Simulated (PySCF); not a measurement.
Computed IR spectrum (relative IR intensity) of a molecule C3H6F2Si. The structure is a stationary point at PBE-D3(BJ)/def2-SVP. Other conformers were not sampled. Level of theory: PySCF with PBE-D3(BJ)/def2-SVP. Frequencies are harmonic and unscaled.

Lines under 2 % of the strongest are left out, and lines within 2 cm⁻¹ are merged.

ν (cm⁻¹): 184 (vw), 319 (vw), 469 (w), 613 (vw), 637 (vw), 655 (w), 730 (vw), 761 (m), 822 (vs), 835 (w), 915 (m), 1002 (s), 1033 (m), 1191 (m), 1651 (s), 2162 (vs), 2960 (w), 3018 (w), 3097 (vw), 3118 (w) (against the strongest line: vs over 80 %, s over 45 %, m over 15 %, w over 4 %, vw less)

Problem. Which molecule gave these data?
(A) F/C=C\[SiH2]CF
(B) F[SiH](F)C1CC1
(C) C=C(C)[SiH](F)F
(D) C/C=C(\F)[SiH2]F

Solution. A, F/C=C\[SiH2]CF
